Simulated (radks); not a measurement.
The numbers below are computed, except where a source is named.
Ionisation of Fe, [Ar] 3d6 4s2, to Fe+, [Ar] 3d6 4s1, under several functionals. Dirac Kohn-Sham, spin-unpolarised, spherical densities, finite nucleus; open shells fill j = l - 1/2 first; a radial shooting solver on a logarithmic mesh with Libxc functionals.

functional	E(Fe) (hartree)	Exc (hartree)	IE (eV)	-e(HOMO) (eV)	<r> HOMO (bohr)	IE error (eV)
revPBE	-1272.61968	-55.72652	8.634	5.227	2.997	+0.732
XLYP	-1273.04266	-56.15321	8.748	5.241	2.994	+0.846
LDA (Slater exchange, Perdew-Wang correlation)	-1270.21965	-53.27688	8.970	5.479	2.965	+1.068
exchange-only LDA	-1268.01999	-51.02219	7.960	4.516	3.031	+0.058
RPBE	-1272.67353	-55.78125	8.613	5.216	3.007	+0.711

NIST Atomic Spectra Database: 7.902 eV (measured). Closest: exchange-only LDA. The Delta-SCF values span 1.01 eV, the total energies 5.02 hartree. The highest occupied level is 4s1/2. Spin polarisation and multiplet splitting are left out, so open shells lie too high by an amount that depends on their filling.

Beside tabulated values, note that spin-unpolarised runs miss the spin-polarisation part of the exchange energy of open shells.
